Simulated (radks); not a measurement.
The numbers below are computed, except where a source is named.
Neutral silver inside a hard spherical wall (all orbitals vanish at R), configuration held at [Kr] 4d10 5s1 and not refilled when levels cross. Level of theory: scalar-relativistic Kohn-Sham, LDA (Slater exchange, Perdew-Wang correlation), spin-unpolarised, spherical densities, point nucleus (a radial shooting solver on a logarithmic mesh with Libxc functionals). Eigenvalues in eV, with the zero of energy where the potential of the charges vanishes at infinity; a dash marks a level that is unbound or too diffuse for the functional's potential to be trusted. A positive occupied level is held by the wall or, in an anion where self-interaction has pushed it up, behind a barrier. The pressure on the wall is -dE/dV.

R (bohr)  E (hartree)  kinetic (hartree)    e(4s)    e(4p)   e(4d)   e(5s)  e(5p, empty)  e(6s, empty)  pressure (GPa)
free      -5311.13445           5516.240  -95.078  -58.668  -7.662  -4.713        -0.843             -               0
20        -5311.13445           5516.240  -95.078  -58.668  -7.662  -4.713        -0.842         0.174        < 0.0001
15        -5311.13445           5516.240  -95.077  -58.668  -7.662  -4.713        -0.832         0.467        < 0.0001
12        -5311.13443           5516.240  -95.075  -58.665  -7.660  -4.710        -0.788         1.035        0.000389
10        -5311.13424           5516.242  -95.059  -58.649  -7.643  -4.694        -0.671         1.997         0.00560
8         -5311.13240           5516.257  -94.956  -58.546  -7.544  -4.578        -0.262         4.424          0.0855
7         -5311.12800           5516.286  -94.784  -58.375  -7.380  -4.365         0.268         7.024           0.355
6         -5311.11369           5516.369  -94.372  -57.965  -6.993  -3.819         1.368        11.796            1.61
3         -5309.78218           5521.995  -81.567  -45.624   5.154  18.679        31.791        104.24             617
2.5       -5307.67672           5530.238  -70.748  -35.141  16.665  43.954        62.132        179.73            2620
2         -5300.70381           5556.353  -47.575  -11.525  44.161  110.07        136.36        345.32           14800
